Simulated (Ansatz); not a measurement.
`C#C[SiH](F)Cl` + `[SH][GeH3]` → `F[SiH](Cl)[S][GeH3]` + `C#C` at 600 K and 1 bar (ligand exchange at the Si–C bond).

Program: Ansatz. Geometries: PBE0-D4/def2-TZVP. ΔE: electronic, gas phase. CCSD(T)/CBS adds triple-zeta CCSD(T) − MP2 to the extrapolated MP2 energy (def2 sets, frozen cores). This one scheme is used for every species. For Ge outer-core shells are correlated without core-valence functions, which leaves a few kJ/mol of doubt a bond. Scalar relativity is left out up to krypton. Each species was taken in one conformer, which may not be the lowest.

```json
{"species": "`C#C[SiH](F)Cl`", "CCSD(T)/CBS energy (Eh)": "-926.02177", "H − E (kJ/mol)": "137.7", "S (J/(mol·K))": "405.2"}
{"species": "`[SH][GeH3]`", "CCSD(T)/CBS energy (Eh)": "-2476.30083", "H − E (kJ/mol)": "123.6", "S (J/(mol·K))": "342.5"}
{"species": "`F[SiH](Cl)[S][GeH3]`", "CCSD(T)/CBS energy (Eh)": "-3325.10853", "H − E (kJ/mol)": "171.6", "S (J/(mol·K))": "489.2"}
{"species": "`C#C`", "CCSD(T)/CBS energy (Eh)": "-77.22717", "H − E (kJ/mol)": "96.2", "S (J/(mol·K))": "235.4"}
```

H − E and S are ideal-gas, rigid-rotor, harmonic terms from PBE0-D4/def2-TZVP, for one conformer and one mirror image of each species. 1 Eh = 2625.50 kJ/mol, R = 8.31446 J/(mol·K).

By hand: ΔE, ΔH, ΔS and ΔG.

ΔE = (-3325.10853) + (-77.22717) − (-926.02177) − (-2476.30083) = -0.01310 Eh = -34.4 kJ/mol. Δ(H − E) = 171.6 + 96.2 − 137.7 − 123.6 = 6.5, so ΔH = -27.9 kJ/mol. ΔS = 489.2 + 235.4 − 405.2 − 342.5 = -23.1 J/(mol·K). ΔG = -27.9 − 600 × (-23.1)/1000 = -14.0 kJ/mol.

By hand: the equilibrium constant, and the temperature at which ΔG would vanish if ΔH and ΔS stayed fixed.

log₁₀ K = −ΔG/(RT ln 10) = 1.2. ΔG = 0 at ΔH/ΔS = 1208 K.

TΔS isn't small against ΔH here. A doubt of 5 kJ/mol in ΔE shifts log₁₀ K by 0.4 here. Other conformers and mirror images would add mixing entropy, several J/(mol·K) or more a flexible species. Modes under 60 cm⁻¹, often nearly free rotors, make the harmonic entropy too high. These are equilibria of isolated gas molecules and say nothing of rates. Largest T1 diagnostic: 0.013 (customary marks: 0.02 for closed shells, 0.045 for open ones).
